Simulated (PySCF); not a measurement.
C₄H₉OSi (doublet state).
Geometry (GFN2-xTB, Å), atoms numbered from 1 in this order:
```xyz
15
C4H9OSi angstrom
C      2.6416   -0.3730    1.1244
C      1.4161    0.0221    1.1757
Si     0.4130    0.7498   -0.3017
O      1.3268    0.8303   -1.6467
C     -1.0192   -0.4051   -0.7683
C     -2.0644   -0.5388    0.3326
H      3.3879   -0.4223    0.3601
H      0.8531   -0.0359    2.0984
H     -0.0361    2.0916    0.0932
H      2.1903    1.2334   -1.6374
H     -0.6298   -1.3948   -1.0129
H     -1.4974   -0.0289   -1.6737
H     -1.6221   -0.9609    1.2320
H     -2.8776   -1.1909    0.0180
H     -2.4868    0.4314    0.5846
```

The hyperfine couplings belong to this conformer and change with its torsions.

As a line formula: `[H]/[C]=C\[Si@@H](O)CC` [radical].

Computed with PySCF 2.14.0, UKS B3LYP, pcH-1 on C H O Si, non-relativistic, mean-field spin-orbit, GIAO. Isolated species at its GFN2-xTB geometry (one conformer only). Couplings are sensitive to structure, and on GFN2-xTB geometries they can be far from those on DFT ones. No stability test was run, so a lower SCF solution isn't excluded.

**Question.** Where do the isotropic ENDOR lines of H8, H7, H9 and H12 fall at 1212.6 mT, to first order?

**Answer.** For S = 1/2 in fast tumbling each set of equivalent nuclei gives two lines, ν± = |νn ± a/2| to first order, with νn = g_N μN B/h and μN/h = 7.62259 MHz/T.

```csv
nuclei,isotope,g_N,νn (MHz),a_iso (MHz),lower line (MHz),upper line (MHz)
H8,1H,5.5857,51.63,151.52,24.13,127.39
H7,1H,5.5857,51.63,66.12,18.57,84.69
H9,1H,5.5857,51.63,13.21,45.02,58.24
H12,1H,5.5857,51.63,6.79,48.23,55.02
```

**Question.** Which pairs are centred on the nuclear Larmor frequency, and which on half the coupling?

**Answer.** Centred on νn, since |a| < 2νn: H7, H9 and H12. Centred on |a|/2 and split by 2νn: H8.

**Question.** At what field would the lower line of H9 fall to zero frequency?

**Answer.** Where νn = |a|/2, that is B = 6.61 MHz/(5.5857 × 7.62259 MHz/T) = 155 mT, as far as first order holds there.
